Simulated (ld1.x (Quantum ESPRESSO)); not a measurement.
## Tb, TM: configuration errors across variants

Tb (Z = 65), norm-conserving Troullier–Martins (Kleinman–Bylander form), made with ld1.x (Quantum ESPRESSO) 7.5 (revPBE, non-relativistic). Core [Kr] 4d10, reference 4f9 5s2 5p6 5d0 6s2 6p0. Waves: 5s (bound): rc 1.70 bohr; 5p (bound): rc 2.10 bohr; 4f (bound): rc 1.30 bohr; 5d (bound, empty): rc 2.30 bohr. Local part: the d channel. Core correction: none.

Occupied shells without a wave of their own: 6s. They enter only through the test configuration that unscreens the potential.

All-electron excitation energies from the reference (eV): (1) 4f9 5s2 5p6 5d0 6s1 6p0 5.699; (2) 4f9 5s2 5p6 5d0 6s0 6p0 16.368; (3) 4f8 5s2 5p6 5d0 6s0 6p0 45.350; (4) 4f8 5s2 5p6 5d1 6s1 6p0 13.671; (5) 4f9 5s2 5p6 5d0 6s1 6p1 2.132; (6) 4f8 5s2 5p6 5d0 6s2 6p0 14.341; (7) 4f9 5s2 5p6 5d1 6s1 6p0 1.670.

For the base: The 6s level has no wave, so the channel is fitted at the deeper level alone: the likely source of the large errors.

On the changes marked as counting shells twice: ld1.x takes every shell without a wave as core, so the model core holds the marked electrons as well and exchange and correlation see them twice. This cancels in the reference configuration, but the file is broken for other ones, and its errors say nothing about a proper core correction.

4 further variants failed, have other tests or another functional or relativity, and are left out.

A true bound ghost makes a file unfit for plane-wave use even where its test errors are small: the radial tests pick states by their node count and pass the ghost by.

Errors AE − PS in meV (a dash: test not solved or not reliable):

```csv
change,(1),(2),(3),(4),(5),(6),(7),bound ghosts
base,+107,+298,+231,-177,+49,-310,+62,none
local potential the s channel,-112,-314,-885,-486,-102,-196,-71,p
wave 5s (bound): rc 1.70 bohr becomes 5s (bound): rc 2.10 bohr,+20,+53,-176,-218,-19,-131,+8.1,none
core correction a·sin(br)/r model core inside 1.42 bohr (6s counted twice),-36,-286,-412,-300,–,-364,+33,none
wave 5p (bound): rc 2.10 bohr becomes 5p (bound): rc 2.80 bohr,+107,+298,+424,-46,+67,-144,+62,none
wave 5d (bound): rc 2.30 bohr becomes 5d (bound): rc 1.62 bohr,+91,+252,+189,-175,+50,-272,+52,none
wave 4f (bound): rc 1.30 bohr becomes 4f (bound): rc 1.72 bohr,+108,+298,+547,+188,+49,+16,+63,none
```

Give the same row for: all radii scaled by about 1.29 (s 2.20, p 2.72, d 2.98, f 1.68 bohr).

-28, -92, -108, +92, -127, +277, -19; bound ghosts: none.
